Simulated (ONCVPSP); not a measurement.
Pt, ONCV: configuration errors across variants

```
Element                 : Pt
Generator               : ONCVPSP 4.0.1
Type                    : optimised norm-conserving Vanderbilt (ONCV)
Functional              : PBEsol
Relativity              : fully relativistic
Frozen core             : [Kr] 4d10 4f14
Valence charge          : 18
Reference configuration : 5s2 5p6 5d9 6s1
Partial waves           : 5s+6s: rc 1.65 bohr, ncon 4, nbas 8, qcut 7.6 1/bohr, 2 projectors; 5p: rc 1.70 bohr, ncon 4, nbas 7, qcut 8.5 1/bohr, 2 projectors, debl 3.8 Ha; 5d: rc 2.40 bohr, ncon 3, nbas 8, qcut 6.8 1/bohr, 2 projectors, debl 0.9 Ha
Local potential         : polynomial inside 1.60 bohr (lpopt 5, dvloc0 0 Ha)
Core correction         : Teter function, parameters optimised by the program
```

Open shells are filled in proportion to 2j + 1.

All-electron excitation energies from the reference (eV): (1) 5s2 5p6 5d9 6s0 9.242; (2) 5s2 5p6 5d8 6s0 29.255; (3) 5s2 5p6 5d7 6s0 61.500; (4) 5s2 5p6 5d9.5 6s0.5 -0.128.

A true bound ghost makes a file unfit for plane-wave use even where its test errors are small: the radial tests pick states by their node count and pass the ghost by.

Errors AE − PS in meV (a dash: test not solved or not reliable):

| change | (1) | (2) | (3) | (4) | bound ghosts | GHOST(+) flags above zero |
| --- | --- | --- | --- | --- | --- | --- |
| base | -73 | -297 | -713 | -2.3 | none | none |
| all radii but the core radius scaled by about 0.79 (s 1.30, p 1.34, d 1.90 bohr); local potential polynomial inside 1.26 bohr (lpopt 5, dvloc0 0 Ha) | -80 | -332 | -816 | +1.7 | none | s, d3/2 |
| all radii but the core radius scaled by about 0.87 (s 1.44, p 1.48, d 2.08 bohr); local potential polynomial inside 1.38 bohr (lpopt 5, dvloc0 0 Ha) | -78 | -316 | -770 | -3.2 | none | s |
| all radii but the core radius scaled by about 0.93 (s 1.54, p 1.58, d 2.24 bohr); local potential polynomial inside 1.50 bohr (lpopt 5, dvloc0 0 Ha) | -76 | -310 | -754 | -2.1 | s | none |
| all radii but the core radius scaled by about 1.08 (s 1.78, p 1.84, d 2.58 bohr); local potential polynomial inside 1.72 bohr (lpopt 5, dvloc0 0 Ha) | -67 | -275 | -650 | -1.3 | none | none |
| all radii but the core radius scaled by about 1.15 (s 1.90, p 1.96, d 2.78 bohr); local potential polynomial inside 1.86 bohr (lpopt 5, dvloc0 0 Ha) | -58 | -241 | -561 | +0.1 | none | none |
| all radii but the core radius scaled by about 1.24 (s 2.04, p 2.10, d 2.98 bohr); local potential polynomial inside 1.98 bohr (lpopt 5, dvloc0 0 Ha) | -48 | -200 | -433 | +2.6 | none | none |

Question: Give the same row for: all radii but the core radius scaled by about 1.32 (s 2.18, p 2.24, d 3.16 bohr); local potential polynomial inside 2.10 bohr (lpopt 5, dvloc0 0 Ha).

Answer: -1.8, +17, +198, +8.2; bound ghosts: none; GHOST(+) flags above zero: none.
